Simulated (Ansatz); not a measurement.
`[CH3][AlH][NH][AlH2]` + `[F][AlH2]` → `[CH3][AlH][AlH][F]` + `[NH2][AlH2]`  (formal exchange of groups at the Al–N bond)

Calculated with Ansatz (gas phase, PBE0-D4/def2-TZVP geometries, no zero-point term in ΔE). CBS: MP2 limit from def2 TZ/QZ plus the TZ coupled-cluster correction, frozen cores. This one scheme is used for every species. DFT in def2-TZVPP. B3LYP here is the variant with VWN-RPA as its local correlation; programs differ in this. Each species was taken in one conformer, which may not be the lowest.

| level | ΔE (kcal/mol) |
| --- | --- |
| B3LYP-D4 | 24.1 |
| BHLYP-D4 | 25.0 |
| ωB97X-V | 23.3 |
| revPBE | 17.9 |
| BLYP | 21.8 |
| r2SCANh | 23.8 |
| r2SCAN0 | 23.7 |
| HF/def2-QZVPP | 24.3 |

**Question.** What does CCSD(T)/CBS give? (An estimate is asked.)

**Answer.** The calculation gave: +23.9 kcal/mol. The listed levels differ from it by 0.2, 1.1, -0.6, -6.0, -2.1, -0.1, -0.2, 0.4 kcal/mol.

Largest T1 diagnostic among the species: 0.012.

The D4 term adds +1.5 kcal/mol with B3LYP and +0.8 kcal/mol with PBE0; it sums over pairs of atoms, weighted by their polarisabilities, and B3LYP, whose exchange is more repulsive, gets the larger term. From PBE to PBE0 (25 % exact exchange), in def2-TZVPP and without D4, ΔE moves by +1.0 kcal/mol. At CCSD(T), def2-SVP lies +2.1 kcal/mol from the extrapolated value and def2-TZVPP +0.3 kcal/mol.
